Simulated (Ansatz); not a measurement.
PBE exchange is replaced step by step with exact exchange (0 % is PBE, 25 % PBE0; no dispersion term), basis def2-TZVPD, Ansatz. System: [AuCl2]- (AuCl₂⁻). Charge -1, multiplicity 1. Geometry: B3LYP-D4/def2-TZVPD.

Geometry of the singlet:

```xyz
3

Au    0.000    0.000    0.000
Cl   -0.927    1.222   -1.741
Cl    0.927   -1.222    1.741
```

In the def2 sets Au takes a core potential; there is no spin–orbit coupling.

```json
{"exact exchange (%)": "0", "HOMO (eV)": "-1.39", "LUMO (eV)": "2.66", "gap (eV)": "4.05"}
{"exact exchange (%)": "5", "HOMO (eV)": "-1.65", "LUMO (eV)": "2.82", "gap (eV)": "4.47"}
{"exact exchange (%)": "15", "HOMO (eV)": "-2.19", "LUMO (eV)": "3.13", "gap (eV)": "5.32"}
{"exact exchange (%)": "25", "HOMO (eV)": "-2.73", "LUMO (eV)": "3.42", "gap (eV)": "6.15"}
{"exact exchange (%)": "35", "HOMO (eV)": "-3.27", "LUMO (eV)": "3.68", "gap (eV)": "6.95"}
{"exact exchange (%)": "50", "HOMO (eV)": "-4.09", "LUMO (eV)": "4.03", "gap (eV)": "8.12"}
```

Question: Fit a straight line to the column «gap (eV)» against the share of exact exchange and predict its value at 10 %.

Answer: With x = exact exchange (%) and y = gap (eV): mean x = 21.67, mean y = 5.843; Σ(x − x̄)(y − ȳ) = 145.5, Σ(x − x̄)² = 1783; slope b = 0.0816, intercept a = ȳ − b·x̄ = 4.075. The residuals of the fitted rows reach 0.04. At x = 10 the line gives 4.075 + (0.0816 × 10) = 4.89; the run gave 4.90, 0.01 more than the line.
